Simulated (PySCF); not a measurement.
From one molecule to another.

First species: C5H7F3OSi.
InChI=1S/C5H7F3OSi/c6-5(7,8)2-1-4(10)3-9/h1,3H,2H2,10H3/b4-1+

Second species: Isopropyl lactate, C₆H₁₂O₃.
SMILES: `CC(C)OC(=O)[C@H](C)O`

Levels: PBE0/pcSseg-1 for dipole moment, HOMO energy, LUMO energy and HOMO–LUMO gap; GFN2-xTB for rotational constant A and rotational constant C. Geometries: GFN2-xTB. Each structure is a single optimised conformer of the isolated species, non-relativistic unless stated; the electronic structure was computed with PySCF and density fitting.

Dipoles, sizes and rotational constants follow the conformer. The torsions of the flexible species, by atom-mapped SMILES:
- `[O:1]=[CH:2]/[C:3]([SiH3:4])=[CH:5]\[CH2:6][C:7]([F:8])([F:9])[F:10]`: O1–C2–C3–Si4 150°, C3–C5–C6–C7 -122°, C5–C6–C7–F8 -61°
- `[CH3:1][CH:2]([CH3:3])[O:4][C:5](=[O:6])[C@H:7]([CH3:8])[OH:9]`: C1–C2–O4–C5 155°, C2–O4–C5–O6 -1°, O4–C5–C7–C8 -71°, H–O9–C7–C5 21°

```json
{"property": "dipole moment", "column X": "3.27 D", "column Y": "2.68 D"}
{"property": "HOMO energy", "column X": "-7.80 eV", "column Y": "-7.76 eV"}
{"property": "LUMO energy", "column X": "0.15 eV", "column Y": "-2.22 eV"}
{"property": "HOMO–LUMO gap", "column X": "7.95 eV", "column Y": "5.54 eV"}
{"property": "rotational constant A", "column X": "3.115 GHz", "column Y": "1.828 GHz"}
{"property": "rotational constant C", "column X": "0.854 GHz", "column Y": "0.499 GHz"}
```

**Question.** Which column belongs to which species?

**Answer.** Column X is the second species and column Y the first. The first has 17 atoms and 86 electrons, the second 21 and 72.

**Question.** How does each property change from the first species to the second?

**Answer.** dipole moment +0.59 D; HOMO energy -0.04 eV; LUMO energy +2.37 eV; HOMO–LUMO gap +2.41 eV; rotational constant A +1.287 GHz; rotational constant C +0.355 GHz.

On the first: The dipole matches unit charges of opposite sign 0.56 Å apart (1 e·Å = 4.8032 D).

On the second: The dipole equals about 10.9 × 10⁻³⁰ C·m (1 D = 3.33564 × 10⁻³⁰ C·m). A dipole of 3.27 D is allowed in C1, and pure rotational transitions are dipole-allowed.
